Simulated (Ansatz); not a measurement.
A run for Ansatz (a program for electronic structure): R-wB97M-V/def2-TZVPPD on C3H4O2 (a complex), monomers drawn apart or pushed together. Files ending in .json are basis or fitting sets from the Basis Set Exchange.

Ansatz 0.2 input:
```yaml
crystal:
  periodic: [false, false, false]
  atoms:
    - {symbol: C, position_ang: [0.57984850, 0.20706780, -0.08788146]}
    - {symbol: C, position_ang: [-0.17331032, -0.55440019, 0.45032234]}
    - {symbol: H, position_ang: [1.24333082, 0.87422337, -0.58317410]}
    - {symbol: H, position_ang: [-0.83124366, -1.21117353, 0.97044363]}
    - {symbol: O, position_ang: [-0.95966461, -0.96318923, 3.29149695]}
    - {symbol: C, position_ang: [-0.26948652, -0.10063638, 3.76350063]}
    - {symbol: O, position_ang: [0.54560316, 0.70787620, 3.08160977]}
    - {symbol: H, position_ang: [-0.22101023, 0.13614300, 4.83454248]}
    - {symbol: H, position_ang: [0.49240161, 0.48597288, 2.12954256]}
basis:
  gaussian:
    orbitals: def2-TZVPPD.json
hamiltonian:
  xc: {name: wB97M-V}
scf: {lower_state_search: off}
```

The head of its log:

```
WARN ansatz: RAYON_NUM_THREADS=2 ignored (pool sized by the plan → 2); use --threads N
Functional definition: wB97M-V
these checks for a lower state are left out or cut short: stability, starts, cluster_reference, orbital_swaps, neighbouring_geometries, increment
integrals: 0.21 GiB planned
1126 factors; their error is unknown
integrals: 0.25 GiB planned
349 factors; integrals over basis functions are off by at most 2.8e-5 eV
mean field: 1.95 GiB planned
mean field evaluation 1: about -7262.9198 eV, gradient 5.8e1 eV
mean field evaluation 2: about -7263.3837 eV, gradient 6.0e1 eV
```

Task: Give the final energy of this run.

Result: -267.1242 hartree.
